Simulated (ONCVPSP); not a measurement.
## What one change does to a pseudopotential (terbium, ONCV)

| Item | Value |
| --- | --- |
| Element | terbium (Tb) |
| Generator | ONCVPSP 4.0.1 |
| Type | optimised norm-conserving Vanderbilt (ONCV) |
| Functional | revPBE |
| Relativity | scalar-relativistic |
| Frozen core | [Kr] 4d10 4f8 |
| Valence charge | 11 |
| Reference configuration | 5s2 5p6 5d2 6s1 |
| Partial waves | 5s+6s: rc 1.95 bohr, ncon 3, nbas 7, qcut 5.1 1/bohr, 2 projectors; 5p: rc 1.65 bohr, ncon 3, nbas 6, qcut 5.9 1/bohr, 2 projectors, debl 3.4 Ha; 5d: rc 3.25 bohr, ncon 3, nbas 8, qcut 5.8 1/bohr, 2 projectors, debl 1.5 Ha; f scattering state at 0.04 Ha: rc 2.90 bohr, ncon 4, nbas 9, qcut 3.8 1/bohr, 3 projectors, debl 2.2 Ha |
| Local potential | polynomial inside 1.65 bohr (lpopt 5, dvloc0 6 Ha) |
| Core correction | Teter function, fcfact 6, rcfact 1.6 |

Change: p: qcut 4.4.

Cutoffs: the cutoffs (Ha) at which the residual kinetic energy of the hardest occupied pseudo-wave falls to 1 and 0.1 mHa per electron; they do not see the model core or the augmentation charge, which bear on the density cutoff. Errors are all-electron minus pseudo energies relative to the spin-unpolarised reference configuration.

Problem. Predict the effect on cutoff, ghosts and configuration errors.

Solution. The potential gets harder (15 Ha and 33 Ha → 29 Ha and 56 Ha); both files keep a bound ghost (f); the errors of the 3 common tests hardly move.

```tsv
quantity	base	changed
cutoff, loose	15 Ha	29 Ha
cutoff, tight	33 Ha	56 Ha
loose cutoff by channel	s 10 Ha, p 15 Ha, d 7.9 Ha	s 10 Ha, p 29 Ha, d 7.9 Ha
bound ghosts	f	f
GHOST(+) flags under 300 eV	none	none
tests counted as reliable (solved cleanly; for ONCVPSP, near-neutral configurations with less than one 5d electron left out)	3 of 4	3 of 4
error for 5s2 5p6 5d1 6s2, meV [ΔE -1.93 eV]	-7.8	-8.2
error for 5s2 5p6 5d1 6s1, meV [ΔE 4.74 eV]	-13	-14
error for 5s2 5p6 5d1 6s0, meV [ΔE 16.86 eV]	-34	-35
s: phases at 1.98 bohr within 0.05 rad from the reference energy up to (Ha; the scan ends near 5)	to the end of the scan	to the end of the scan
p: phases at 1.68 bohr within 0.05 rad from the reference energy up to (Ha; the scan ends near 5)	to the end of the scan	4.7
d: phases at 3.30 bohr within 0.05 rad from the reference energy up to (Ha; the scan ends near 5)	3.4	3.4
f: phases at 2.95 bohr within 0.05 rad from the reference energy up to (Ha; the scan ends near 5)	2.8	2.8
rms error of d²Exc/dni dnj with the model core, mHa	3.29	3.26
```

Base: The cutoffs count occupied waves only; projector 3 of the f channel, the hardest unoccupied one, needs 65 Ha at the loose tolerance. Tests not counted: 5s2 5p6 5d0 6s2 (all-electron energy unsafe for a near-neutral lanthanide with less than one 5d electron, printed error -72 meV). Changed file: Tests not counted: 5s2 5p6 5d0 6s2 (all-electron energy unsafe for a near-neutral lanthanide with less than one 5d electron, printed error -74 meV). A true bound ghost makes a file unfit for plane-wave use even where its test errors are small: the radial tests pick states by their node count and pass the ghost by.
